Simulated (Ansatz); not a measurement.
One change: `[SH][SnH2][Cl]` becomes `[SH][SnH]([Cl])[Cl]`.

Ansatz, PBE0-D4/def2-TZVP geometries, multiplicity 1. Each molecule was computed in one conformer, which needn't be the lowest.

Elements past krypton have def2 core potentials.

```tsv
property	`[SH][SnH2][Cl]`
HOMO–LUMO gap (PBE/def2-TZVPP) / eV	4.48
size of the dipole moment (ωB97M-V/def2-TZVPP) / D	2.17
HOMO–LUMO gap (ωB97M-V/def2-TZVPP) / eV	10.70
HOMO–LUMO gap (PBE0/def2-TZVPP) / eV	6.63
HOMO energy (PBE0/def2-TZVPP) / eV	-7.79
LUMO energy (ωB97M-V/def2-TZVPP) / eV	0.72
```

Q: What does the change do to each property? (Estimate.)

A: Ansatz gave: 
```
                                          property  `[SH][SnH]([Cl])[Cl]`  shift
               HOMO–LUMO gap (PBE/def2-TZVPP) / eV                   3.99  -0.49
size of the dipole moment (ωB97M-V/def2-TZVPP) / D                   2.38   0.21
           HOMO–LUMO gap (ωB97M-V/def2-TZVPP) / eV                  10.36  -0.34
              HOMO–LUMO gap (PBE0/def2-TZVPP) / eV                   6.16  -0.47
                HOMO energy (PBE0/def2-TZVPP) / eV                  -8.12  -0.33
             LUMO energy (ωB97M-V/def2-TZVPP) / eV                   0.05  -0.67
```

With PBE0 the HOMO falls by 0.33 eV and the LUMO falls by 0.79 eV, so the gap narrows by about 0.46 eV. PBE moves the HOMO by -0.30 eV and ωB97M-V by -0.33 eV. Dipoles are sizes alone; their direction can turn.
